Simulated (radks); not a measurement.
Values are calculated unless marked as measured or tabulated.
Isoelectronic series with 54 electrons, all held in the configuration [Xe], which need not be the ground one along the series. Code: a radial shooting solver on a logarithmic mesh with Libxc functionals. Model: scalar-relativistic Kohn-Sham, BLYP, spin-polarised, spherical densities, point nucleus. Total energies (hartree) and orbital eigenvalues (Ry):

ion    E (hartree)         5p         5s
Xe     -7447.98081   -0.59190   -1.44118
Ba2+    -8135.7179   -2.25582   -3.36626
Ce4+    -8858.4894   -4.39736   -5.78188
Nd6+    -9616.6276   -6.95590   -8.62828
Sm8+   -10410.5426   -9.90473  -11.88124
Gd10+  -11240.7012  -13.22938  -15.52898
Dy12+  -12107.6197  -16.92129  -19.56579
Er14+  -13011.8621  -20.97519  -23.98938
Yb16+  -13954.0405  -25.38784  -28.79969
Hf18+  -14934.8172  -30.15740  -33.99830
W20+   -15954.9077  -35.28296  -39.58802
